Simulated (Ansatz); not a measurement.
Reaction (substitution at a C–O bond): `CC1=CC(C(F)(F)F)=[O+][Ga-]([CH3])([CH3])[O]1` + `[OH][Ti]([Cl])([Cl])[Cl]` → `CC1=CC(C(F)(F)F)=[O+][Ti-]([Cl])([Cl])([Cl])[O]1` + `[CH3][Ga]([CH3])[OH]`

Program: Ansatz. Geometries: PBE0-D4/def2-TZVP. ΔE: electronic, gas phase. CCSD(T)/CBS adds triple-zeta CCSD(T) − MP2 to the extrapolated MP2 energy (def2 sets, frozen cores). DFT in def2-TZVPP. For Ga, Ti outer-core shells are correlated without core-valence functions, which leaves a few kJ/mol of doubt a bond. Scalar relativity is left out up to krypton. One conformer a species, not always the lowest.

| level | ΔE (kJ/mol) |
| --- | --- |
| PBE | 69.8 |
| HF/CBS(def2) | 88.4 |

Q: What does CCSD(T)/CBS give? (Estimate.)

A: The calculation gave: +64.8 kJ/mol. The listed levels differ from it by 5.0, 23.6 kJ/mol.

Largest T1 diagnostic among the species: 0.024, so the coupled-cluster value is less sure than usual.

From r2SCAN to r2SCAN0 (25 % exact exchange), in def2-TZVPP and without D4, ΔE moves by +5.9 kJ/mol. Leaving LDA and LC-ωPBE aside and taking each functional with its dispersion term where it has one, the values, not all of them listed here, spread over 16.3 kJ/mol, from BLYP-D4 to ωB97X-V. LDA lies −4.6 kJ/mol from PBE without D4. In def2-TZVPP, CCSD(T) changes the Hartree–Fock value by −14.2 kJ/mol (the triples alone add −5.7 kJ/mol) and MP2 by −8.8 kJ/mol.
